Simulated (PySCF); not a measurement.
# Energy of V⁺ (vanadium, charge +1) between two integer charges

The 3d alpha orbital of [Ar] 3d4 is emptied in steps (occupation f), with all orbitals relaxed, ending at [Ar] 3d3. All numbers are calculated (PySCF 2.14, the spin-free X2C one-electron Hamiltonian (Gaussian nucleus), in aug-cc-pVTZ-DK). The exact energy is a straight line in f; departures are measured from the line between the end points of the same method.

```csv
f,LDA (eV),PBE (eV)
1,0.000,0.000
0.75,-1.141,-1.107
0.5,-1.556,-1.508
0.25,-1.191,-1.153
0,0.000,0.000
```

Problem. For PBE, how does the orbital energy at f = 1 compare with the removal energy?

Solution. −ε = 9.572 eV against a total-energy difference of 15.337 eV. By Janak's theorem ε = ∂E/∂f, so the gap between them reflects the curvature. Along the path −ε is 12.289 (f = 0.75), 15.215 (f = 0.5), 18.328 (f = 0.25) eV.

```csv
method,E(f=0) − E(f=1) (eV),−ε at f=1 (eV),−ε at f=0.5 (eV)
LDA,15.738,9.798,15.605
PBE,15.337,9.572,15.215
```

Reference removal energy between the ground levels: 14.634 ± 0.007 eV (measured; NIST Atomic Spectra Database, ionization energies). The calculation has no spin-orbit coupling. The determinant left behind need not be the lowest term of the ion.
